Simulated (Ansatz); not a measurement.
`C=C[SiH2]N[SiH3]` → `C=CN[SiH3]` + `[SiH2]` at 500 K and 1 bar (silylene formation by 1,1-elimination).

Isolated molecules relaxed with PBE0-D4/def2-TZVP in Ansatz; ΔE leaves out vibrations. CBS: MP2 limit from def2 TZ/QZ plus the TZ coupled-cluster correction, frozen cores. This one scheme is used for every species. One conformer a species, not always the lowest.

| species | CCSD(T)/CBS energy (Eh) | H − E (kJ/mol) | S (J/(mol·K)) |
| --- | --- | --- | --- |
| `C=C[SiH2]N[SiH3]` | -714.40667 | 323.1 | 470.8 |
| `C=CN[SiH3]` | -424.08767 | 263.2 | 381.7 |
| `[SiH2]` | -290.19011 | 48.0 | 226.5 |

H − E and S are ideal-gas, rigid-rotor, harmonic terms from PBE0-D4/def2-TZVP, for one conformer and one mirror image of each species. 1 Eh = 2625.50 kJ/mol, R = 8.31446 J/(mol·K).

Problem. By hand: ΔE, ΔH, ΔS and ΔG.

Solution. ΔE = (-424.08767) + (-290.19011) − (-714.40667) = 0.12889 Eh = 338.4 kJ/mol. Δ(H − E) = 263.2 + 48.0 − 323.1 = -11.9, so ΔH = 326.5 kJ/mol. ΔS = 381.7 + 226.5 − 470.8 = 137.4 J/(mol·K). ΔG = 326.5 − 500 × (137.4)/1000 = 257.8 kJ/mol.

Problem. By hand: the equilibrium constant, and the temperature at which ΔG would vanish if ΔH and ΔS stayed fixed.

Solution. log₁₀ K = −ΔG/(RT ln 10) = -26.9. ΔG = 0 at ΔH/ΔS = 2376 K.

The number of gas molecules changes by +1, which sets the sign of ΔS. A doubt of 5 kJ/mol in ΔE shifts log₁₀ K by 0.5 here. Other conformers and mirror images would add mixing entropy, several J/(mol·K) or more a flexible species. Modes under 60 cm⁻¹, often nearly free rotors, make the harmonic entropy too high. These are equilibria of isolated gas molecules and say nothing of rates. Largest T1 diagnostic: 0.014 (customary marks: 0.02 for closed shells, 0.045 for open ones).
